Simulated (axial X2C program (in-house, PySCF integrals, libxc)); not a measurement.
**SeS⁻: properties at the nuclei**

Computed with an in-house all-electron X2C program for linear molecules (integrals from PySCF): two-component X2C with atomic mean-field Coulomb and Gaunt terms, Gaussian nuclei, basis Se dyall-acv3z, S dyall-av3z with contracted cores.

R = 2.150 Å (near the PBE0 minimum at charge -1 of the determinant lowest at the starting distance; the state shown can have its own minimum elsewhere).

Determinant lowest in the PBE0 search, Ω = 3/2 (⟨Sz⟩ = 0.50, ⟨Lz⟩ = 1.00 at PBE0), spin on the atoms Se 0.27, S 0.23:

```csv
level,Eeff magnitude (GV/cm),Ws magnitude Se (kHz),A∥/gI Se (MHz),qzz Se (a.u.),A∥/gI S (MHz),qzz S (a.u.)
PBE0,0.0996,0.0399,246,4.56,123,2.17
HF,0.31,0.105,293,4.37,147,2.26
PBE,0.0544,0.0251,233,4.50,115,2.14
r2SCAN,0.133,0.0521,266,4.65,130,2.16
TPSSh,0.0852,0.0352,240,4.61,124,2.18
```

Determinant 0.14 eV from it at PBE0 and this distance, Ω = 1/2 (⟨Sz⟩ = -0.50, ⟨Lz⟩ = 1.00 at PBE0), spin on the atoms Se -0.25, S -0.25:

```
 level  Eeff magnitude (GV/cm)  Ws magnitude Se (kHz)  Ws magnitude S (kHz)  A∥/gI Se (MHz)  qzz Se (a.u.)  A∥/gI S (MHz)  qzz S (a.u.)
  PBE0                  0.0808                  0.026                0.0112            1340           4.58            589          2.09
    HF                   0.132                  0.188                0.0313            1120           4.84            571          1.96
   PBE                   0.118                 0.0654               0.00746            1340           4.49            582          2.07
r2SCAN                  0.0291                 0.0245                0.0143            1220           4.64            521          2.09
 TPSSh                  0.0797                 0.0282                0.0105            1320           4.61            557          2.11
```

Eeff is the effective electric field on the electron electric dipole moment in this Ω state and Ws the scalar–pseudoscalar constant of the nucleus named (defined with the proton number Z and per Ω); A∥ (defined per Ω) follows by multiplying with gI = μI/(I μN); qzz is the electric field gradient, eQq0 = 234.96 MHz × Q/barn × qzz. The operators were transformed with the bare-nucleus X2C matrices; with these basis sets, hyperfine constants and field gradients can be off by tens of per cent, and where levels differ in sign neither size nor sign is settled.

Task: With gI(77Se) = 1.0701, gI(33S) = 0.4292, Q(33S) = -0.0694 barn (g factors from the IAEA table of nuclear moments by Stone; Q from Pyykkö, Mol. Phys. 2018), turn the PBE0 values of the first state into constants in MHz.

Result: A∥(77Se) = 246 × 1.0701 = 263 MHz; A∥(33S) = 123 × 0.4292 = 52.8 MHz; eQq0(33S) = 234.96 × (-0.0694) × (2.17) = -35.4 MHz.

Each state is one determinant with collinear spin. Unrestricted Hartree–Fock can overshoot spin polarisation at the nuclei. In the state Ω = 1/2 the sign of Eeff differs between levels (HF against PBE0). For an anion, determinants above electron detachment, or with a positive highest level, are held by the basis set. Where Eeff spreads by more than a factor of two the levels disagree and none is to be relied on. The search compared states at one distance, so a state with another bond length can lie lower. The sign of Ws at Se differs between levels in the second state. Further determinants of the search, some of them spin-mixed, are not shown. PBE0 term energies can be off by some tenths of an eV.
